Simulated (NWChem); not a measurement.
System meant: BNH3OBr; SMILES B(Br)(N)O

The following NWChem deck was run.

```
start job
memory heap 200 mb stack 900 mb global 1100 mb
geometry units angstroms noautoz
  B      0.023836    -0.970118     0.000000
  Br     0.053668     0.998286     0.000000
  O      1.197567    -1.673758     0.000000
  H      1.972471    -1.086781     0.000000
  N     -1.217154    -1.625974     0.000000
  H     -1.280958    -2.643871     0.000000
  H     -2.107554    -1.135380     0.000000
end
basis spherical
  B library def2-svp
  Br library def2-svp
  O library def2-svp
  H library def2-svp
  N library def2-svp
end
dft
  xc pbe0
  iterations 4
  mulliken
end
task dft energy
```

End of the output:

```
    Atom       Charge   Shell Charges
 -----------   ------   -------------------------------------------------------
    1 B    5     5.32   1.96  0.51  0.23  1.44  0.78  0.41
    2 Br  35    34.97   2.00  2.00  1.96  1.10  0.70  5.99  5.81  2.47  2.90  7.84  2.03  0.16
    3 O    8     8.01   1.97  0.85  0.56  2.70  1.91  0.02
    4 H    1     0.89   0.55  0.17  0.18
    5 N    7     7.00   1.97  0.67  0.40  2.25  1.70  0.03
    6 H    1     0.90   0.58  0.20  0.12
    7 H    1     0.91   0.59  0.20  0.12

 center of mass
 --------------
 x =   0.02180070 y =   0.20924060 z =   0.00000000

 moments of inertia (a.u.)
 ------------------
         641.701841539812           0.000000000000           0.000000000000
           0.000000000000         191.737914946903           0.000000000000
           0.000000000000           0.000000000000         833.439756486715

     Multipole analysis of the density
     ---------------------------------

     L   x y z        total         alpha         beta         nuclear
     -   - - -        -----         -----         ----         -------
     0   0 0 0     -0.000000    -29.000000    -29.000000     58.000000

     1   1 0 0     -0.257707     -0.128853     -0.128853      0.000000
     1   0 1 0     -0.482774     -0.241387     -0.241387      0.000000
     1   0 0 1     -0.000000     -0.000000     -0.000000      0.000000

     2   2 0 0    -21.333094    -67.380019    -67.380019    113.426945
     2   1 1 0      2.773059     -2.080281     -2.080281      6.933621
     2   1 0 1     -0.000000     -0.000000     -0.000000      0.000000
     2   0 2 0    -26.014160   -173.833524   -173.833524    321.652888
     2   0 1 1      0.000000      0.000000      0.000000      0.000000
     2   0 0 2    -27.615308    -13.807654    -13.807654      0.000000

 ------------------------------------------------------------------------
 dft energy failed                                                                                  0
 ------------------------------------------------------------------------
 ------------------------------------------------------------------------
  current input line :
    24: task dft energy
 ------------------------------------------------------------------------
 ------------------------------------------------------------------------
 This type of error is most commonly associated with calculations not reaching convergence criteria
 ------------------------------------------------------------------------
 For more information see the NWChem manual at https://nwchemgit.github.io

0:dft energy failed:Received an Error in Communication
```

**Question.** What is wrong, and how is it mended?

**Answer.** Convergence was not reached. Cause: the SCF was allowed too few iterations. This input runs:
```
start job
memory heap 200 mb stack 900 mb global 1100 mb
geometry units angstroms noautoz
  B      0.023836    -0.970118     0.000000
  Br     0.053668     0.998286     0.000000
  O      1.197567    -1.673758     0.000000
  H      1.972471    -1.086781     0.000000
  N     -1.217154    -1.625974     0.000000
  H     -1.280958    -2.643871     0.000000
  H     -2.107554    -1.135380     0.000000
end
basis spherical
  * library def2-svp
end
dft
  xc pbe0
  iterations 150
  mulliken
end
task dft energy
```
It converges to -2730.02828 Ha (PBE0/def2-SVP).
